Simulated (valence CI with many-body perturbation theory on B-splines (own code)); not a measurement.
# Forbidden lines of Au7+

Level of theory: valence CI with perturbative core correlation (CI+MBPT): four valence electrons over a frozen Dirac-Fock core [Xe] 4f14, a basis of 9 s, 9 p, 10 d, 8 f, 5 g, 3 h, 1 i functions for each j, with the one-electron correlation potential Σ1, the two-electron term Σ2, the three-electron term Σ3, Breit, model QED; selected CI, second order for the rest, scaled by the run's own slope (own B-spline code, finite nucleus).

No measured levels were compared; by estimate terms of the open shell hold to 2 to 4 % of their energy, and close levels can change places; different configurations can be misplaced against each other by 1,000 to 8,000 cm⁻¹. Core correlation moves these levels by up to 16000 cm⁻¹, and in measured spectra 5 to 20 % of such shifts remained as error; rates that hang on mixing are uncertain with them. Only levels of the ground parity were solved; by the run's estimate the other parity begins above the list, which can be wrong where configurations are misplaced.

Lines 1 to 50 of 120 in falling wavelength, among levels below 258460 cm⁻¹, chosen from the decays that carry over 1 % of a level's rate. Wavelengths and rates use the calculated energies, so an error of 2000 cm⁻¹ moves a line at 1456 nm by 29 % and its rate by three times that or more. Electric multipoles are in the length gauge, E1 and E2 with the static RPA response of the core. S is in atomic units (e²a₀⁴ for E2 and M2, e²a₀⁶ for E3), for M1 in squared Bohr magnetons. Weak lines are less certain than strong ones. Lines between different terms over intervals too small for the method are left out, as are lines whose strength nearly cancels. Intervals below about 2000 cm⁻¹, as at the head of this list, are uncertain by tens of per cent.

Levels are named by their leading jj configuration (3d3/2^4 stands for four electrons in 3d with j = 3/2), which in mixed levels can hold well under half, so a name can repeat and another be missing. Letters in brackets count levels of one name in rising energy.

```csv
λ vac (nm),Upper,Lower,Type,A (s⁻¹),S (a.u.)
7358,(5d3/2^3 5d5/2) J=4,(5d3/2^2 5d5/2^2) J=3 [a],M1,4.03e-02,5.36e+00
3103,(5d3/2^2 5d5/2^2) J=6,(5d3/2^2 5d5/2^2) J=5,M1,3.64e-01,5.24e+00
2190,(5d3/2^2 5d5/2^2) J=3 [a],(5d3/2^2 5d5/2^2) J=2 [a],M1,3.48e+00,9.49e+00
1456,(5d3/2^2 5d5/2^2) J=2 [c],(5d3/2^2 5d5/2^2) J=1,M1,3.40e+00,1.95e+00
1452,(5d3/2^2 5d5/2^2) J=2 [e],(5d3/2 5d5/2^3) J=1 [a],M1,2.50e+00,1.42e+00
1434,(5d3/2^2 5d5/2^2) J=2 [a],(5d3/2^3 5d5/2) J=1,M1,1.48e+01,8.06e+00
1367,(5d3/2^2 5d5/2^2) J=5,(5d3/2^2 5d5/2^2) J=4 [a],M1,5.68e+00,5.92e+00
1059,(5d3/2 5d5/2^3) J=3 [a],(5d3/2^2 5d5/2^2) J=4 [b],M1,2.89e+00,8.90e-01
1046,(5d3/2^3 5d5/2) J=1,(5d3/2^4) J=0,M1,3.16e+01,4.02e+00
1008,(5d3/2^2 5d5/2^2) J=4 [b],(5d3/2^2 5d5/2^2) J=3 [b],M1,1.36e+01,4.63e+00
1008,(5d3/2 5d5/2^3) J=3 [c],(5d3/2^2 5d5/2^2) J=2 [f],M1,8.17e+00,2.17e+00
998.2,(5d3/2^2 5d5/2^2) J=2 [c],(5d3/2^2 5d5/2^2) J=2 [b],M1,5.74e+00,1.06e+00
991.2,(5d3/2^2 5d5/2^2) J=1,(5d3/2^2 5d5/2^2) J=0 [a],M1,1.65e+01,1.79e+00
975.5,(5d3/2^2 5d5/2^2) J=2 [d],(5d3/2^2 5d5/2^2) J=2 [c],M1,3.43e+00,5.90e-01
948.8,(5d3/2^2 5d5/2^2) J=4 [a],(5d3/2^3 5d5/2) J=4,M1,3.58e+01,1.02e+01
927.2,(5d3/2^2 5d5/2^2) J=4 [c],(5d3/2 5d5/2^3) J=3 [a],M1,1.83e+00,4.88e-01
912.4,(5d3/2^2 5d5/2^2) J=2 [c],(5d3/2^2 5d5/2^2) J=3 [b],M1,3.98e-01,5.61e-02
885.5,(5d3/2^2 5d5/2^2) J=3 [c],(5d3/2^2 5d5/2^2) J=2 [b],M1,9.93e-01,1.79e-01
840.4,(5d3/2^2 5d5/2^2) J=4 [a],(5d3/2^2 5d5/2^2) J=3 [a],M1,1.01e+01,2.00e+00
830.7,(5d3/2 5d5/2^3) J=4 [a],(5d3/2^2 5d5/2^2) J=5,M1,9.16e+00,1.75e+00
822.0,(5d3/2^2 5d5/2^2) J=2 [e],(5d3/2 5d5/2^3) J=3 [a],M1,3.52e+00,3.63e-01
756.0,(5d3/2 5d5/2^3) J=5,(5d3/2^2 5d5/2^2) J=4 [b],M1,3.65e+01,6.44e+00
730.9,(5d3/2 5d5/2^3) J=1 [a],(5d3/2^2 5d5/2^2) J=2 [c],M1,2.06e+01,8.96e-01
710.2,(5d3/2 5d5/2^3) J=3 [b],(5d3/2^2 5d5/2^2) J=2 [d],M1,3.20e+00,2.97e-01
692.7,(5d3/2^2 5d5/2^2) J=4 [b],(5d3/2^2 5d5/2^2) J=4 [a],M1,1.15e+01,1.27e+00
674.1,(5d3/2 5d5/2^3) J=4 [a],(5d3/2^2 5d5/2^2) J=3 [b],M1,7.76e+00,7.93e-01
664.2,(5d3/2^2 5d5/2^2) J=3 [b],(5d3/2^3 5d5/2) J=4,M1,2.85e+00,2.17e-01
653.0,(5d3/2^2 5d5/2^2) J=4 [c],(5d3/2 5d5/2^3) J=4 [a],M1,1.85e+01,1.72e+00
627.8,(5d3/2 5d5/2^3) J=3 [b],(5d3/2 5d5/2^3) J=3 [a],M1,1.78e+01,1.14e+00
613.9,(5d3/2 5d5/2^3) J=3 [c],(5d3/2^2 5d5/2^2) J=2 [e],M1,9.09e+00,5.46e-01
609.2,(5d3/2^2 5d5/2^2) J=3 [b],(5d3/2^2 5d5/2^2) J=3 [a],M1,4.79e+01,2.81e+00
599.4,(5d3/2^2 5d5/2^2) J=2 [f],(5d3/2^2 5d5/2^2) J=2 [d],M1,3.68e+01,1.47e+00
599.3,(5d5/2^4) J=4,(5d3/2^2 5d5/2^2) J=4 [c],M1,7.63e+00,5.48e-01
592.9,(5d3/2 5d5/2^3) J=1 [b],(5d3/2^2 5d5/2^2) J=2 [e],M1,4.31e+01,9.99e-01
584.1,(5d3/2^2 5d5/2^2) J=2 [d],(5d3/2^2 5d5/2^2) J=1,M1,1.09e+01,4.04e-01
583.8,(5d3/2 5d5/2^3) J=5,(5d3/2^2 5d5/2^2) J=6,M1,2.27e+01,1.84e+00
566.0,(5d3/2 5d5/2^3) J=3 [c],(5d3/2^2 5d5/2^2) J=4 [c],M1,4.35e+01,2.05e+00
560.2,(5d3/2^2 5d5/2^2) J=5,(5d3/2^3 5d5/2) J=4,M1,2.74e+01,1.96e+00
558.2,(5d3/2^2 5d5/2^2) J=4 [c],(5d3/2^2 5d5/2^2) J=3 [c],M1,1.29e+01,7.48e-01
542.8,(5d3/2 5d5/2^3) J=3 [a],(5d3/2^2 5d5/2^2) J=2 [b],M1,8.85e+01,3.68e+00
522.9,(5d3/2 5d5/2^3) J=6,(5d3/2^2 5d5/2^2) J=6,M1,5.02e+01,3.46e+00
518.3,(5d3/2^2 5d5/2^2) J=2 [e],(5d3/2^2 5d5/2^2) J=3 [c],M1,4.66e+01,1.20e+00
516.8,(5d3/2 5d5/2^3) J=4 [a],(5d3/2^2 5d5/2^2) J=4 [a],M1,1.30e+02,6.00e+00
516.4,(5d3/2 5d5/2^3) J=3 [a],(5d3/2^2 5d5/2^2) J=3 [b],M1,8.47e+01,3.03e+00
493.3,(5d3/2^2 5d5/2^2) J=2 [d],(5d3/2^2 5d5/2^2) J=2 [b],M1,2.53e+01,5.62e-01
491.4,(5d3/2 5d5/2^3) J=5,(5d3/2^2 5d5/2^2) J=5,M1,3.66e+01,1.77e+00
486.6,(5d3/2 5d5/2^3) J=1 [a],(5d3/2^2 5d5/2^2) J=1,M1,6.84e+01,8.76e-01
486.2,(5d3/2^2 5d5/2^2) J=2 [e],(5d3/2^2 5d5/2^2) J=2 [c],M1,3.91e+01,8.32e-01
476.6,(5d3/2^2 5d5/2^2) J=3 [b],(5d3/2^2 5d5/2^2) J=2 [a],M1,3.62e+01,1.02e+00
474.5,(5d3/2^2 5d5/2^2) J=6,(5d3/2^3 5d5/2) J=4,E2,9.35e-03,2.61e-01
```
